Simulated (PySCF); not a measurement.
C₂H₇NPb, SMILES C[N](C)[PbH] (connectivity only; charge and spin as stated), neutral, multiplicity 1.

Geometry: PBE-D3(BJ)/def2-SVP. The def2 effective core potentials stand for the cores of Pb; spin–orbit coupling is left out.

All values below come from PBE-D3(BJ)/def2-SVP (PySCF).

Frequencies are harmonic and unscaled.

```json
[
 {"mode": "1", "ν (cm⁻¹)": "183", "IR (km/mol)": "7.4", "moving atoms (share of kinetic energy)": "H 67 %, N 31 %"},
 {"mode": "2", "ν (cm⁻¹)": "216", "IR (km/mol)": "1.4", "moving atoms (share of kinetic energy)": "C 49 %, H 28 %, N 20 %"},
 {"mode": "3", "ν (cm⁻¹)": "239", "IR (km/mol)": "0.8", "moving atoms (share of kinetic energy)": "H 94 %"},
 {"mode": "4", "ν (cm⁻¹)": "266", "IR (km/mol)": "6.6", "moving atoms (share of kinetic energy)": "C 55 %, H 23 %, Pb 14 %"},
 {"mode": "5", "ν (cm⁻¹)": "298", "IR (km/mol)": "22.6", "moving atoms (share of kinetic energy)": "H 92 %"},
 {"mode": "6", "ν (cm⁻¹)": "304", "IR (km/mol)": "1.9", "moving atoms (share of kinetic energy)": "H 65 %, N 30 %"},
 {"mode": "7", "ν (cm⁻¹)": "486", "IR (km/mol)": "7.8", "moving atoms (share of kinetic energy)": "C 34 %, H 33 %, N 30 %"},
 {"mode": "8", "ν (cm⁻¹)": "543", "IR (km/mol)": "32.0", "moving atoms (share of kinetic energy)": "H 96 %"},
 {"mode": "9", "ν (cm⁻¹)": "969", "IR (km/mol)": "73.6", "moving atoms (share of kinetic energy)": "C 45 %, H 29 %, N 26 %"},
 {"mode": "10", "ν (cm⁻¹)": "1038", "IR (km/mol)": "0.7", "moving atoms (share of kinetic energy)": "H 72 %, C 25 %"},
 {"mode": "11", "ν (cm⁻¹)": "1058", "IR (km/mol)": "0.3", "moving atoms (share of kinetic energy)": "H 80 %, C 20 %"},
 {"mode": "12", "ν (cm⁻¹)": "1097", "IR (km/mol)": "5.2", "moving atoms (share of kinetic energy)": "H 68 %, C 20 %, N 12 %"},
 {"mode": "13", "ν (cm⁻¹)": "1204", "IR (km/mol)": "29.4", "moving atoms (share of kinetic energy)": "N 53 %, C 31 %, H 17 %"},
 {"mode": "14", "ν (cm⁻¹)": "1212", "IR (km/mol)": "6.7", "moving atoms (share of kinetic energy)": "H 40 %, N 34 %, C 26 %"},
 {"mode": "15", "ν (cm⁻¹)": "1367", "IR (km/mol)": "3.4", "moving atoms (share of kinetic energy)": "H 87 %, C 13 %"},
 {"mode": "16", "ν (cm⁻¹)": "1390", "IR (km/mol)": "1.6", "moving atoms (share of kinetic energy)": "H 97 %"},
 {"mode": "17", "ν (cm⁻¹)": "1391", "IR (km/mol)": "45.5", "moving atoms (share of kinetic energy)": "H 83 %, C 17 %"},
 {"mode": "18", "ν (cm⁻¹)": "1402", "IR (km/mol)": "9.8", "moving atoms (share of kinetic energy)": "H 97 %"},
 {"mode": "19", "ν (cm⁻¹)": "1413", "IR (km/mol)": "26.1", "moving atoms (share of kinetic energy)": "H 97 %"},
 {"mode": "20", "ν (cm⁻¹)": "1436", "IR (km/mol)": "2.2", "moving atoms (share of kinetic energy)": "H 96 %"},
 {"mode": "21", "ν (cm⁻¹)": "1509", "IR (km/mol)": "469.5", "moving atoms (share of kinetic energy)": "H 99 %"},
 {"mode": "22", "ν (cm⁻¹)": "2872", "IR (km/mol)": "53.5", "moving atoms (share of kinetic energy)": "H 97 %"},
 {"mode": "23", "ν (cm⁻¹)": "2880", "IR (km/mol)": "246.9", "moving atoms (share of kinetic energy)": "H 97 %"},
 {"mode": "24", "ν (cm⁻¹)": "2918", "IR (km/mol)": "94.4", "moving atoms (share of kinetic energy)": "H 91 %, C 9 %"},
 {"mode": "25", "ν (cm⁻¹)": "2927", "IR (km/mol)": "0.7", "moving atoms (share of kinetic energy)": "H 91 %, C 9 %"},
 {"mode": "26", "ν (cm⁻¹)": "3032", "IR (km/mol)": "12.7", "moving atoms (share of kinetic energy)": "H 91 %, C 9 %"},
 {"mode": "27", "ν (cm⁻¹)": "3069", "IR (km/mol)": "5.2", "moving atoms (share of kinetic energy)": "H 91 %, C 9 %"}
]
```
